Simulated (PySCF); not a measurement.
## Working out the ionisation energy of Fe

Fe [Ar] 3d6 4s2 (5D) → Fe+ [Ar] 3d6 4s1 (6D). Computed with PySCF 2.14 in x2c-TZVPall, with scalar relativity by spin-free X2C-1e. Frozen: [Ar]. Energies in hartree (1 hartree = 27.21139 eV):

| part | Fe (lower) | Fe+ (upper) |
| --- | --- | --- |
| UHF | -1271.336474 | -1271.099891 |
| MP2 opposite-spin | -0.077917 | -0.045654 |
| MP2 same-spin | -0.069880 | -0.068790 |

Problem. What does Hartree-Fock give?

Solution. (-1271.099891) − (-1271.336474) = 0.236583 hartree = 6.438 eV.

Problem. What do MP2 and SCS-MP2 (6/5 opposite-spin, 1/3 same-spin) give?

Solution. The opposite-spin parts differ by 0.878 eV and the same-spin parts by 0.030 eV. MP2: 6.438 + (0.878) + (0.030) = 7.346 eV. SCS-MP2: 6.438 + 1.2 × (0.878) + (0.030)/3 = 7.502 eV.

Measured between the centres of the two terms (NIST): 7.904 eV, so MP2 (valence) is off by -0.558 eV.

What remains against the reference includes basis incompleteness, the frozen core and correlation beyond second order.
